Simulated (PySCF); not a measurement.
Species: C8H6.
Geometry (PBE0-D3(BJ)/def2-SVP, Å), atoms numbered from 1 in this order:
```xyz
14
C8H6 angstrom
C     -2.657    2.446   -0.158
C     -1.946    1.464   -0.188
C     -1.120    0.291   -0.234
C      0.122    0.310    0.242
C      1.342    0.331    0.704
C      2.569    0.679   -0.085
C     -1.672   -0.906   -0.805
C     -2.154   -1.906   -1.290
H     -3.282    3.318   -0.128
H      1.483    0.071    1.764
H      3.281   -0.162   -0.078
H      3.082    1.543    0.366
H      2.324    0.922   -1.127
H     -2.576   -2.796   -1.718
```

All values: CAM-B3LYP/def2-SVPD (PySCF, non-relativistic), on one gas-phase PBE0-D3(BJ)/def2-SVP geometry that isn't relaxed in the solvent. The solvent is an IEF-PCM continuum (cavity from Bondi-type radii × 1.2). Only the electrostatic response of the medium enters.

Gas phase at CAM-B3LYP/def2-SVPD: HOMO -8.00 eV, LUMO -0.23 eV, dipole 1.64 D.

Task: What does the continuum do to the energy, the frontier levels and the dipole at CAM-B3LYP/def2-SVPD in dimethylsulfoxide?

Result: 
```tsv
solvent	ε	E(solvent) − E(gas) (kcal/mol)	polarisation term (kcal/mol)	distortion of the solute (kcal/mol)	HOMO (eV)	LUMO (eV)	dipole (D)
dimethylsulfoxide	46.83	-5.54	-6.62	1.08	-8.15	-0.28	2.44
```

The first energy column is the sum of the next two and covers electrostatics alone.

Task: Which radius a makes the point-dipole formula ΔE = −[(ε − 1)/(2ε + 1)]·μ²/a³ give the value in dimethylsulfoxide, with the gas-phase dipole?

Result: μ = 0.646 au and |ΔE| = 0.00882 Eh give a = 1.50 Å; the farthest nucleus lies 4.33 Å from the centroid of the nuclei, so such a sphere wouldn't even hold the nuclei. The formula assumes a rigid point dipole at the centre of a sphere.

Task: Give the dipole vector in the frame of the coordinates (D, pointing from negative to positive charge), gas and dimethylsulfoxide.

Result: Gas (1.60, 0.10, 0.35), solvent (2.37, 0.12, 0.60). Its length changes by +49 % and its direction by 2°.

Task: How does the static polarisability (CAM-B3LYP/def2-SVPD, frozen core, with the continuum's full static response) change?

Result: 
```json
{"medium": "gas", "isotropic (au)": "102.3", "principal values (au)": "61.9, 103.2, 141.8", "⟨r²⟩ of the electrons (bohr²)": "1224.2"}
{"medium": "dimethylsulfoxide", "isotropic (au)": "138.5", "principal values (au)": "84.3, 136.5, 194.8", "⟨r²⟩ of the electrons (bohr²)": "1221.0"}
```

The isotropic value in dimethylsulfoxide is 1.35 times the gas-phase one; no cavity-field correction is applied. ⟨r²⟩ is taken about the centre of nuclear charge.
